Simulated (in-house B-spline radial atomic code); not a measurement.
Radial electron density of Bi⁷⁺, [Kr] 4d10 4f14 5s2 (5p1/2)2 (5p3/2)3 (5d3/2)3 (5d5/2)5 8s1. Level of theory: Dirac-Hartree-Fock, average of the jj configuration, Fermi nucleus of rms radius 5.5211 fm; calculated with an all-electron radial atomic-structure program (B-spline basis).

Columns: r (bohr), 4πr²n(r) (electrons per bohr), bar.

```
0.000388    3.245 #
0.000492    4.689 #
0.000623    6.714 ##
0.000791    9.582 ###
   0.001    13.47 ####
 0.00127    18.88 #####
 0.00161    26.06 #######
 0.00205    35.61 ##########
  0.0026    47.46 #############
 0.00329    61.57 #################
 0.00417    77.62 ######################
 0.00529    94.24 ###########################
 0.00671    109.1 ###############################
 0.00852    119.4 ##################################
  0.0108    122.5 ###################################
  0.0137    118.4 ##################################
  0.0174    110.9 ###############################
   0.022    108.3 ###############################
  0.0279    117.9 #################################
  0.0354    138.4 #######################################
   0.045    155.1 ############################################
   0.057    151.2 ###########################################
  0.0723    131.5 #####################################
  0.0917    124.7 ###################################
   0.116    140.9 ########################################
   0.148    144.7 #########################################
   0.187    111.9 ################################
   0.237    84.72 ########################
   0.301    94.51 ###########################
   0.382    96.77 ###########################
   0.484    65.76 ###################
   0.614    36.12 ##########
   0.779     26.1 #######
   0.988    20.27 ######
    1.25    11.37 ###
    1.59    3.926 #
    2.02   0.7797 
    2.56   0.2376 
    3.24  0.04576 
    4.11   0.1146 
    5.21   0.3557 
    6.61   0.1434 
    8.39   0.0118 
    10.6 0.0001921 
    13.5 3.246e-07 
    17.1 5.509e-11
```

On this grid the curve has 5 maxima, near 0.0108, 0.045, 0.148, 0.382, 5.21 bohr.

The 5p1/2 radial function P(r) = rR(r), positive near the nucleus, with its small component Q(r) (sign convention: Q ≈ (P' + κP/r)/2c):

| r (bohr) | P | Q |
| --- | --- | --- |
| 0.000241 | 0.003207 | 0.009758 |
| 0.000388 | 0.005146 | 0.01422 |
| 0.000623 | 0.008095 | 0.0205 |
| 0.001 | 0.01283 | 0.02923 |
| 0.00161 | 0.02086 | 0.04115 |
| 0.0026 | 0.03503 | 0.05665 |
| 0.00417 | 0.05993 | 0.07468 |
| 0.00671 | 0.1039 | 0.0924 |
| 0.0108 | 0.1759 | 0.1019 |
| 0.0174 | 0.2726 | 0.09019 |
| 0.0279 | 0.341 | 0.04579 |
| 0.045 | 0.2397 | -0.02172 |
| 0.0723 | -0.1508 | -0.05791 |
| 0.116 | -0.4813 | -0.01555 |
| 0.187 | 0.0332 | 0.03884 |
| 0.301 | 0.7062 | 0.007931 |
| 0.484 | -0.2451 | -0.02621 |
| 0.779 | -1.277 | -0.007352 |
| 1.25 | -0.6971 | 0.003487 |
| 2.02 | -0.08728 | 0.0008111 |
| 3.24 | -0.001566 | 1.798e-05 |
